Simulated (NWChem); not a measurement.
System meant: C3H8Si; SMILES C=C[SiH2]C

The following NWChem deck was run.

```
start job
memory heap 200 mb stack 900 mb global 1100 mb
geometry units angstroms noautoz
  Si    -0.551310    -0.517161    -0.072438
  C      0.696745    -1.904590     0.167223
  C      0.291446     1.111334    -0.456376
  C      0.186539     2.205122     0.307748
  H     -1.473506    -0.883345    -1.196536
  H     -1.371941    -0.331300     1.166870
  H      1.377159    -1.678742     1.002545
  H      0.187109    -2.855873     0.385487
  H      1.304908    -2.046780    -0.739743
  H      0.913813     1.178089    -1.360105
  H      0.695758     3.143285     0.058367
  H     -0.417923     2.214787     1.222322
end
basis spherical
  Si library def2-svp
  C library def2-svp
  H library def2-svp
end
dft
  xc pbe0
  iterations 4
  mulliken
end
task dft energy
```

End of the output:

```
    Atom       Charge   Shell Charges
 -----------   ------   -------------------------------------------------------
    1 Si  14    13.49   2.00  1.93  0.64  0.32  5.82  1.34  1.12  0.33
    2 C    6     6.27   1.96  0.59  0.34  1.89  1.44  0.04
    3 C    6     6.22   1.97  0.63  0.35  1.87  1.34  0.06
    4 C    6     6.04   1.97  0.61  0.32  1.82  1.25  0.07
    5 H    1     1.10   0.65  0.43  0.02
    6 H    1     1.10   0.65  0.43  0.02
    7 H    1     0.96   0.62  0.26  0.07
    8 H    1     0.96   0.62  0.26  0.07
    9 H    1     0.96   0.62  0.26  0.07
   10 H    1     0.97   0.63  0.27  0.07
   11 H    1     0.97   0.64  0.27  0.07
   12 H    1     0.97   0.64  0.27  0.07

 center of mass
 --------------
 x =  -0.02893845 y =   0.03307271 z =  -0.01471262

 moments of inertia (a.u.)
 ------------------
         602.160764031652           0.000000000000          -0.000000000000
           0.000000000000         132.185521722135           0.000000000000
          -0.000000000000           0.000000000000         648.803732174471

     Multipole analysis of the density
     ---------------------------------

     L   x y z        total         alpha         beta         nuclear
     -   - - -        -----         -----         ----         -------
     0   0 0 0     -0.000000    -20.000000    -20.000000     40.000000

     1   1 0 0      0.295544      0.147772      0.147772     -0.000000
     1   0 1 0      0.015890      0.007945      0.007945      0.000000
     1   0 0 1      0.011255      0.005628      0.005628      0.000000

     2   2 0 0    -26.591699    -43.687202    -43.687202     60.782705
     2   1 1 0      0.233409      1.260169      1.260169     -2.286929
     2   1 0 1     -0.876072      0.534343      0.534343     -1.944759
     2   0 2 0    -23.914062   -180.384083   -180.384083    336.854105
     2   0 1 1      0.223001     -0.532037     -0.532037      1.287075
     2   0 0 2    -25.397352    -30.429250    -30.429250     35.461148

 ------------------------------------------------------------------------
 dft energy failed                                                                                  0
 ------------------------------------------------------------------------
 ------------------------------------------------------------------------
  current input line :
    27: task dft energy
 ------------------------------------------------------------------------
 ------------------------------------------------------------------------
 This type of error is most commonly associated with calculations not reaching convergence criteria
 ------------------------------------------------------------------------
 For more information see the NWChem manual at https://nwchemgit.github.io

0:dft energy failed:Received an Error in Communication
```

What is wrong, and how is it mended?

Convergence was not reached. Cause: the SCF was allowed too few iterations. This input runs:
```
start job
memory heap 200 mb stack 900 mb global 1100 mb
geometry units angstroms noautoz
  Si    -0.551310    -0.517161    -0.072438
  C      0.696745    -1.904590     0.167223
  C      0.291446     1.111334    -0.456376
  C      0.186539     2.205122     0.307748
  H     -1.473506    -0.883345    -1.196536
  H     -1.371941    -0.331300     1.166870
  H      1.377159    -1.678742     1.002545
  H      0.187109    -2.855873     0.385487
  H      1.304908    -2.046780    -0.739743
  H      0.913813     1.178089    -1.360105
  H      0.695758     3.143285     0.058367
  H     -0.417923     2.214787     1.222322
end
basis spherical
  Si library def2-svp
  C library def2-svp
  H library def2-svp
end
dft
  xc pbe0
  iterations 150
  mulliken
end
task dft energy
```
It converges to -408.15423 Ha (PBE0/def2-SVP).
